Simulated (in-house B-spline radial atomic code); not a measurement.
RPA and G0W0 for Sr⁺, [Kr] 5s1, highest spin, as one setting changes: the highest l of the empty states. Start: r2SCAN. A dash marks a level of low quasi-particle weight. Computed with a B-spline radial code for spherical atoms: all electrons, scalar-relativistic (spin-free one-electron X2C), finite nucleus, each spin shell either full or empty, empty states to the listed l with an (l + 1/2)⁻⁴ tail; G0W0 by contour deformation at full frequency.

RPA overbinds a lone outer s electron by self-correlation, and G0W0 tends to as well.

```
highest l of the empty states  RPA summed (Eh)  RPA extrapolated (Eh)  G0W0 level (eV)
                            4          -2.3693                -2.7109    5s up -11.502
                            5                ?                      ?                ?
                            6          -2.5885                -2.7113    5s up -11.498
                            7                ?                      ?                ?
                            8          -2.6468                 -2.696    5s up -11.497
                            9          -2.6592                -2.6924    5s up -11.497
                           10          -2.6669                -2.6904    5s up -11.497
                           11           -2.672                -2.6892    5s up -11.496
```

Q: What belongs in the row for 7?

A: RPA summed (Eh): -2.6261; RPA extrapolated (Eh): -2.7031; G0W0 level (eV): 5s up -11.497.

Q: What belongs in the row for 5?

A: RPA summed (Eh): -2.5169; RPA extrapolated (Eh): -2.7225; G0W0 level (eV): 5s up -11.500.
